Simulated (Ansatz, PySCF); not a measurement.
Caution: the highest occupied level lies above zero, so the state may not be bound. This singlet lies 1.27 eV below the relaxed triplet at the level frozen-core CCSD(T)/aug-cc-pVDZ // PBE0-D3(BJ)/def2-TZVPD (Ansatz, a first-principles code).

**CH$_{5}$AlN, SMILES `[CH3][Al-][NH2]` (lower singlet) (charge -1, multiplicity 1)**

Calculation: PySCF 2.14.0 with PBE0-D3(BJ)/def2-TZVPD.

```json
{
 "HOMO": "0.49 eV",
 "total_energy": "-9201.40 eV",
 "cost": "around 22 core-seconds (rough)"
}
```

```xyz
8

C     -1.2968     0.0078    -0.0835
Al     0.3294    -0.8296    -1.0097
N      1.6436    -0.0655     0.0352
H     -2.2584    -0.2760    -0.5264
H     -1.3179    -0.2874     0.9777
H     -1.2253     1.1068    -0.1147
H      2.6316    -0.2248    -0.0908
H      1.4938     0.5687     0.8121
```
Charge -1, spin multiplicity 1.
